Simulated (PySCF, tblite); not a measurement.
Isomers of C3H15N2PSi2. Calculated harmonic vibrations of the isolated species, GFN2-xTB (tblite), most abundant isotopes, no scaling. The method is semi-empirical: single wavenumbers can be off by several per cent or more. Modes of hydrogen on phosphorus and silicon can be 10 to 20 % off. One conformer each.

Electronic energies: PBE0/pcSseg-1 single points on the GFN2-xTB geometries (PySCF, gas phase).

| SMILES | electronic energy, lowest = 0 (kcal/mol) |
| --- | --- |
| CCC[Si@](N)(P)N[SiH3] | 0.0 |
| CN[Si@@]([SiH3])(P)N(C)C | 39.6 |
| CN(C)[C@@H]([SiH3])[Si@H](N)P | 56.5 |
| CN(C)[C@@H]([SiH3])[Si@@H](N)P | 55.5 |
| CN[Si@@H](P)[SiH2]N(C)C | 45.3 |
| CCN([SiH3])[Si@](C)(N)P | 8.7 |
| CN(C)[SiH2]N(C)[SiH2]P | 30.0 |

Question: How do GFN2-xTB zero-point energies change the relative energies?

Answer: 
```tsv
SMILES	ZPE (kcal/mol)	of it from modes above 1550 cm⁻¹	electronic (kcal/mol)	with ZPE, lowest = 0 (kcal/mol)	lowest mode (cm⁻¹)	rings
CCC[Si@](N)(P)N[SiH3]	110.8	61.2	0.0	0.0	20	0
CCN([SiH3])[Si@](C)(N)P	110.5	60.6	8.7	8.4	30	0
CN(C)[SiH2]N(C)[SiH2]P	109.9	57.2	30.0	29.2	48	0
CN[Si@@]([SiH3])(P)N(C)C	110.8	59.1	39.6	39.6	49	0
CN[Si@@H](P)[SiH2]N(C)C	111.0	58.9	45.3	45.5	19	0
CN(C)[C@@H]([SiH3])[Si@@H](N)P	108.9	58.9	55.5	53.6	38	0
CN(C)[C@@H]([SiH3])[Si@H](N)P	108.9	58.9	56.5	54.6	29	0
```

The zero-point energies span 2.1 kcal/mol, from `CN(C)[C@@H]([SiH3])[Si@@H](N)P` to `CN[Si@@H](P)[SiH2]N(C)C`. The order is unchanged.

Question: And how do the electronic energies of GFN2-xTB itself compare?

Answer: `CCC[Si@](N)(P)N[SiH3]` 9.1; `CCN([SiH3])[Si@](C)(N)P` 7.1; `CN(C)[SiH2]N(C)[SiH2]P` 0.0; `CN[Si@@]([SiH3])(P)N(C)C` 28.5; `CN[Si@@H](P)[SiH2]N(C)C` 26.9; `CN(C)[C@@H]([SiH3])[Si@@H](N)P` 45.1; `CN(C)[C@@H]([SiH3])[Si@H](N)P` 45.3 kcal/mol, lowest = 0. Against the energies above, taken from the same isomer `CCC[Si@](N)(P)N[SiH3]`, the largest difference is 39.1 kcal/mol.

Question: What do entropy and thermal enthalpy add at 298.15 K and 1 bar (rigid rotor, harmonic oscillator, one conformer each)?

Answer: 
```tsv
SMILES	point group	symmetry number	S (cal/(mol K))	H − H(0) (kcal/mol)	ZPE + H − H(0) − TS (kcal/mol)
CCN([SiH3])[Si@](C)(N)P	C1	1	121.4	9.94	84.2
CN(C)[SiH2]N(C)[SiH2]P	C1	1	116.3	9.33	84.6
CN[Si@@]([SiH3])(P)N(C)C	C1	1	122.5	10.02	84.3
CN(C)[C@@H]([SiH3])[Si@@H](N)P	C1	1	119.8	9.72	82.9
CN(C)[C@@H]([SiH3])[Si@H](N)P	C1	1	119.7	9.70	82.9
```

Not tabulated: `CCC[Si@](N)(P)N[SiH3]` (lowest mode only 20 cm⁻¹); `CN[Si@@H](P)[SiH2]N(C)C` (lowest mode only 19 cm⁻¹).
